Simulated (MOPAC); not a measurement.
Input for MOPAC: AM1 on BeH2 (SMILES [BeH2]), a point of a bond scan (R = 2.660 Å).

```
AM1 1SCF PRECISE CHARGE=0 THREADS=1
BeH2

Be     0.00000000 1     0.00000000 1     0.00000000 1
H     -0.00000000 1    -0.00000000 1    -2.66017388 1
H      0.00000000 1     0.00000000 1     2.66017388 1
```

It printed:

```
*******************************************************************************
 **                                                                           **
 **                              MOPAC v23.2.5                                **
 **                                                                           **
 *******************************************************************************
 ** MOPAC's Digital Object Identifier: https://doi.org/10.5281/zenodo.6511958 **
 **                                                                           **
 ** Please cite the open-source release paper for use of this MOPAC version:  **
 ** J. E. Moussa and J. J. P. Stewart (2026)                                  **
 ** MOPAC: An open-source semiempirical molecular orbital program             **
 ** J. Open Source Softw., 11(119), 8025, https://doi.org/10.21105/joss.08025 **
 *******************************************************************************

                              AM1 CALCULATION RESULTS

 *******************************************************************************
 *  AM1        - The AM1 Hamiltonian to be used
 *
 *
 *
 *                 CHARGE ON SYSTEM = 0
 *
 *
 *
 *  PRECISE    - TIGHTER CRITERIA TO BE USED
 *  1SCF       - DO 1 SCF AND THEN STOP
 *  THREADS=1  - MULTI-THREADING NOT USED
 *  T=         - A TIME OF 172800.0 SECONDS REQUESTED
 *  DUMP=N     - RESTART FILE WRITTEN EVERY 7200.0 SECONDS REQUESTED
 *******************************************************************************
AM1 1SCF PRECISE CHARGE=0 THREADS=1
 BeH2

   ATOM   CHEMICAL          X               Y               Z
  NUMBER   SYMBOL      (ANGSTROMS)     (ANGSTROMS)     (ANGSTROMS)

     1      Be          0.00000000  *   0.00000000  *   0.00000000  *
     2       H         -0.00000000  *  -0.00000000  *  -2.66017388  *
     3       H          0.00000000  *   0.00000000  *   2.66017388  *



          CARTESIAN COORDINATES

    NO.       ATOM           X           Y           Z

     1        Be          0.0000      0.0000      0.0000
     2         H         -0.0000     -0.0000     -2.6602
     3         H          0.0000      0.0000      2.6602

  H: (AM1): M.J.S. DEWAR ET AL, J. AM. CHEM. SOC. 107 3902-3909 (1985)
 Be: (AM1): J. J. P. STEWART, J. MOL. MOD., 10, 155-164 (2004)

           Empirical Formula: H2 Be  =     3 atoms



      MOLECULAR POINT GROUP   :   D*h


      RHF CALCULATION, NO. OF DOUBLY OCCUPIED LEVELS = 2


 -------------------------------------------------------------------------------
 AM1 1SCF PRECISE CHARGE=0 THREADS=1
 BeH2



     1SCF WAS SPECIFIED, SO BFGS WAS NOT USED
     SCF FIELD WAS ACHIEVED


                              AM1 CALCULATION
                                                       MOPAC v23.2.5 Linux




          FINAL HEAT OF FORMATION =        177.90630 KCAL/MOL =     744.35998 KJ/MOL


          COSMO AREA              =         82.38 SQUARE ANGSTROMS
          COSMO VOLUME            =         59.68 CUBIC ANGSTROMS

          IONIZATION POTENTIAL    =          8.438214 EV
          HOMO LUMO ENERGIES (EV) =         -8.438 -1.328
          NO. OF FILLED LEVELS    =          2
          MOLECULAR WEIGHT        =         11.0280         POINT GROUP:  D*h

          MOLECULAR DIMENSIONS (Angstroms)

            Atom       Atom       Distance
            H     3    H     2     5.32035
            H     3    H     2     0.00000
           Be     1    H     2     0.00000


          SCF CALCULATIONS        =          1





   ATOM   CHEMICAL          X               Y               Z
  NUMBER   SYMBOL      (ANGSTROMS)     (ANGSTROMS)     (ANGSTROMS)

     1      Be          0.00000000  *   0.00000000  *   0.00000000  *
     2       H         -0.00000000  *  -0.00000000  *  -2.66017388  *
     3       H          0.00000000  *   0.00000000  *   2.66017388  *

                             CARTESIAN COORDINATES

   1   Be        0.000000000     0.000000000     0.000000000
   2    H       -0.000000000    -0.000000000    -2.660173880
   3    H        0.000000000     0.000000000     2.660173880


           Empirical Formula: H2 Be  =     3 atoms



      MOLECULAR POINT GROUP   :   D*h


                  EIGENVALUES
 -11.12719  -8.43821  -1.32777   0.21229   7.47436   7.47436


              NET ATOMIC CHARGES AND DIPOLE CONTRIBUTIONS

  ATOM NO.   TYPE          CHARGE      No. of ELECS.   s-Pop       p-Pop
    1         Be          -0.239492        2.2395     0.80794     1.43155
    2          H           0.119746        0.8803     0.88025
    3          H           0.119746        0.8803     0.88025
 DIPOLE           X         Y         Z       TOTAL
 POINT-CHG.     0.000     0.000     0.000     0.000
 HYBRID         0.000     0.000    -0.000     0.000
 SUM            0.000     0.000     0.000     0.000


          ATOMIC ORBITAL ELECTRON POPULATIONS

     Atom    s        px        py        pz
    1 Be   0.80794   0.00000   0.00000   1.43155
    2  H   0.88025
    3  H   0.88025

 **********************
 *                    *
 * JOB ENDED NORMALLY *
 *                    *
 **********************




 == MOPAC DONE ==
```

The run finished.

Cost: roughly 0.020 core-seconds.
